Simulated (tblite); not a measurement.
Species: C5H14SSi2.
SMILES with atom numbers: `[CH3:1][S:2][SiH2:3][C@H:4]1[CH2:5][CH2:6][SiH2:7][CH2:8]1` (hydrogens: H9, H10, H11 on C1; H12, H13 on Si3; H14 on C4; H15, H16 on C5; H17, H18 on C6; H19, H20 on Si7; H21, H22 on C8)

Structure used (GFN2-xTB), in Å, numbered top down from 1:
```
atom  x, y, z in Å
C1    -4.1305   -0.8431    0.6224
S2    -2.4088   -1.4132    0.7230
Si3   -1.4610    0.2088   -0.3122
C4     0.3902   -0.1677   -0.3988
C5     1.1611    0.9242   -1.1366
C6     2.6526    0.5846   -1.0722
Si7    2.9015   -0.1407    0.6741
C8     1.0305   -0.3252    0.9885
H9    -4.2250    0.1191    1.1153
H10   -4.4286   -0.7653   -0.4184
H11   -4.7398   -1.5831    1.1300
H12   -1.7348    1.4335    0.4448
H13   -2.0861    0.3088   -1.6332
H14    0.5434   -1.1046   -0.9464
H15    0.8146    1.0192   -2.1682
H16    0.9843    1.8820   -0.6411
H17    3.2610    1.4610   -1.2881
H18    2.8893   -0.1586   -1.8349
H19    3.6204   -1.4166    0.6554
H20    3.5411    0.7998    1.5982
H21    0.6788    0.4659    1.6535
H22    0.7354   -1.2694    1.4425
```

Computed values, GFN2-xTB/tblite, gas phase, harmonic and unscaled. This tight-binding method is rough: wavenumbers can miss measured ones by several per cent, in bad cases by 10 to 20. Modes of hydrogen on silicon can be 10 to 20 % off. One conformer, not necessarily the lowest.

Harmonic wavenumbers (cm⁻¹): 37.4, 43.2, 66.4, 101.6, 124.6, 165.1, 176.4, 216.4, 312.5, 387.0, 438.3, 463.3, 492.0, 520.1, 533.1, 574.8, 646.6, 704.3, 709.5, 731.0, 737.8, 759.9, 778.8, 787.3, 796.9, 834.7, 924.8, 948.5, 958.7, 974.4, 1035.0, 1063.2, 1099.0, 1141.7, 1186.6, 1211.9, 1257.9, 1279.5, 1304.3, 1323.5, 1339.5, 1456.5, 1460.7, 1481.5, 1486.1, 1508.4, 2229.9, 2245.0, 2254.7, 2256.0, 2914.1, 2952.4, 2965.2, 2972.5, 2980.0, 3006.6, 3011.4, 3031.4, 3034.9, 3060.8.

A = 3120, B = 517.9, C = 464.6 MHz; mass 162.035 u (most abundant isotopes); point group C1, symmetry number 1.

Q: What is the zero-point energy?

A: ½Σν̃ = 37748 cm⁻¹ = 451.56 kJ/mol.

Q: What is S at 273.15 K and 1 bar for an ideal gas of classical rigid rotors and harmonic oscillators?

A: Translation 170.49, rotation 126.26, vibration 145.54: S = 442.3 J/(mol K).

Q: And Cp and H(273.15 K) − H(0)?

A: Cp = 178.38 J/(mol K), of which vibrations give 145.12 (their classical limit is 60 R = 498.9); H(273.15 K) − H(0) = 29.22 kJ/mol without the zero-point energy, 20.14 from vibrations.

Q: Blend soft modes into free rotors: weight 1/[1 + (100 cm⁻¹/ν̃)⁴] for the oscillator and the rest for a rotor with moment μB/(μ + B), μ = h/(8π²ν), B = 10⁻⁴⁴ kg m². What vibrational entropy results?

A: 129.58 J/(mol K) in place of 145.54, which changes −T·S at 273.15 K by +4.36 kJ/mol.

Q: Which modes carry the vibrational entropy at 273.15 K?

A: 37.4 cm⁻¹: 21.84; 43.2 cm⁻¹: 20.64; 66.4 cm⁻¹: 17.09; 101.6 cm⁻¹: 13.61; 124.6 cm⁻¹: 11.96; 165.1 cm⁻¹: 9.73 J/(mol K); the other 54 give 50.66 together.

Hindered rotation and anharmonicity are outside this model. Other conformers, if any are populated, would add a mixing term that is left out. The structure is chiral; the term R ln 2 for an equal mix with its mirror image is left out.

On one thread of an Arm Neoverse V1, shared host with 32 logical CPUs at a one-minute load of 9.3, this took 1.3 s of wall time. The figure is for the frequency step alone.
